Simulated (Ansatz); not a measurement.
`CC[SiH](F)[AlH2]` + `[CH3][SnH]([OH])[F]` → `CC[O][SnH]([CH3])[F]` + `F[SiH2][AlH2]`  (substitution at a C–Si bond)

Computed with Ansatz on PBE0-D4/def2-TZVP structures; ΔE is electronic, products minus reactants. CCSD(T)/CBS adds triple-zeta CCSD(T) − MP2 to the extrapolated MP2 energy (def2 sets, frozen cores). Elements past krypton have def2 core potentials. For Sn outer-core shells are correlated without core-valence functions, which leaves a few kJ/mol of doubt a bond. One conformer a species, not always the lowest.

`CC[SiH](F)[AlH2]`:

Cartesian coordinates in Å:
```
C -0.994 -1.763 -0.723
C -0.062 -0.934 0.158
Si -0.049 0.891 -0.273
F -1.568 1.437 -0.157
Al 1.464 2.255 1.128
H -0.978 -2.819 -0.439
H -0.705 -1.698 -1.775
H -2.026 -1.414 -0.644
H 0.972 -1.292 0.074
H -0.333 -1.046 1.214
H 0.315 1.012 -1.721
H 3.010 1.878 1.175
H 0.954 3.494 1.983
```

`[CH3][SnH]([OH])[F]`:

```xyz
9

C    -0.612   -0.277    1.210
Sn   -0.141    0.224   -0.795
O     1.517   -0.618   -1.395
F     0.263    2.108   -0.738
H    -1.531    0.226    1.510
H    -0.736   -1.355    1.305
H     0.204    0.054    1.853
H    -1.254   -0.015   -2.054
H     2.291   -0.347   -0.896
```

`CC[O][SnH]([CH3])[F]`:

```xyz
15

C     0.214    1.493   -1.904
C    -0.850    1.270   -0.851
O    -0.341    0.726    0.349
Sn    0.390   -1.079    0.478
C     0.313   -1.563    2.533
F    -0.907   -2.169   -0.446
H     0.651    0.547   -2.238
H     1.017    2.123   -1.513
H    -0.213    1.984   -2.782
H    -1.648    0.635   -1.256
H    -1.309    2.229   -0.583
H     1.817   -1.278   -0.436
H     0.418   -0.645    3.110
H     1.105   -2.261    2.800
H    -0.658   -2.013    2.738
```

`F[SiH2][AlH2]`:

Cartesian coordinates in Å:
```
F -0.208 -1.667 -1.435
Si -0.654 -0.792 -0.155
Al 0.887 1.096 0.231
H -2.053 -0.338 -0.404
H -0.710 -1.723 1.010
H 2.145 1.356 -0.700
H 0.592 2.068 1.454
```

```json
{"level": "HF/def2-TZVPP", "ΔE (kJ/mol)": "67.2"}
{"level": "CCSD/def2-TZVPP", "ΔE (kJ/mol)": "76.6"}
```

Problem. What does CCSD(T)/CBS give? (Best estimate.)

Solution. The calculation gave: +79.6 kJ/mol. The listed levels differ from it by -12.4, -3.0 kJ/mol.

Largest T1 diagnostic among the species: 0.013.

In def2-TZVPP, CCSD(T) changes the Hartree–Fock value by +10.0 kJ/mol (the triples alone add +0.5 kJ/mol) and MP2 by +16.8 kJ/mol.
